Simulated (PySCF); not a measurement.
H5NO2Sn, SMILES [NH2][SnH]([OH])[OH].

Geometry: B3LYP-D3(BJ)/def2-SVP. The structure was generated by enumeration; whether it is a known compound was not checked. The def2 effective core potentials stand for the cores of Sn; spin–orbit coupling is left out. The values are those of a single conformer.

Method: TDDFT-ωB97X/def2-SVPD (PySCF).

Vertical excitations. 

| state | energy (eV) | λ (nm) | f | main pairs |
|---|---|---|---|---|
| S1 | 6.30 | 197 | 0.088 | HOMO→LUMO 69 %, HOMO→LUMO+1 17 % |
| S2 | 6.76 | 183 | 0.048 | HOMO−2→LUMO 39 %, HOMO−1→LUMO 27 %, HOMO−2→LUMO+1 10 % |
| S3 | 6.92 | 179 | 0.088 | HOMO−1→LUMO 45 %, HOMO−2→LUMO 24 %, HOMO−1→LUMO+2 11 % |
| S4 | 7.40 | 167 | 0.004 | HOMO→LUMO+1 65 % |
| S5 | 7.66 | 162 | 0.002 | HOMO→LUMO+2 86 % |
| S6 | 7.85 | 158 | 0.175 | HOMO−3→LUMO 69 % |
| S7 | 7.96 | 156 | 0.042 | HOMO−1→LUMO+2 27 %, HOMO−4→LUMO 24 %, HOMO−1→LUMO+1 23 % |
| S8 | 8.15 | 152 | 0.093 | HOMO→LUMO+3 67 % |
| S9 | 8.39 | 148 | 0.013 | HOMO−2→LUMO+1 35 %, HOMO−2→LUMO+3 19 %, HOMO−1→LUMO+1 11 %, HOMO−1→LUMO+3 8 % |
| S10 | 8.47 | 146 | 0.021 | HOMO−1→LUMO+3 30 %, HOMO−1→LUMO+1 28 %, HOMO−2→LUMO+1 11 % |
| T1 | 5.65 | 220 | 0 | HOMO→LUMO 69 %, HOMO→LUMO+1 12 % |
| T2 | 6.23 | 199 | 0 | HOMO−1→LUMO 54 %, HOMO−2→LUMO 17 % |
| T3 | 6.30 | 197 | 0 | HOMO−2→LUMO 50 %, HOMO−1→LUMO 19 % |
| T4 | 6.85 | 181 | 0 | HOMO−3→LUMO 57 %, HOMO→LUMO+2 9 % |
Triplets are in the Tamm–Dancoff approximation, which puts them higher than full response would, so one can lie above its singlet here.
